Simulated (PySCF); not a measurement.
**Gallium: a sound run and one with changed settings**

Sound run: Ga⁺ [Ar] 3d10 4s2, Ga²⁺ [Ar] 3d10 4s1. Computed with PySCF 2.14 in def2-SVP (5s4p3d, 32 functions), with the non-relativistic Hamiltonian (point nucleus). In the sound run the correlated levels freeze [Ar] 3d10. The sound run starts from symmetry-adapted Hartree-Fock orbitals and uses a fine grid where one is needed.

Changed run: initial guess 1e, at most 8 SCF cycles. This setting is unsound on purpose.

| species | method | sound run (hartree) | changed run (hartree) | converged |
| --- | --- | --- | --- | --- |
| Ga⁺ | UHF | -1922.77019 | -1922.77019 | yes |
| Ga⁺ | TPSS | -1924.32931 | -1924.32931 | yes |
| Ga⁺ | B3LYP | -1924.39200 | -1924.39200 | yes |
| Ga⁺ | MP2 | -1922.79468 | -1922.79468 | yes |
| Ga⁺ | CCSD(T) | -1922.80665 | -1922.80665 | yes |
| Ga²⁺ | UHF | -1922.09180 | -1922.09180 | no |
| Ga²⁺ | TPSS | -1923.58719 | -1923.58719 | yes |
| Ga²⁺ | B3LYP | -1923.63739 | -1923.63739 | yes |

Ionisation energy of Ga⁺:

```csv
method,sound run (eV),changed run (eV)
TPSS,20.194,20.194
B3LYP,20.534,20.534
```

The SCF was stopped early; the energies are upper bounds that still move, and correlated levels were skipped or rest on poor orbitals.

For comparison, NIST gives 20.515 eV between the lowest levels.
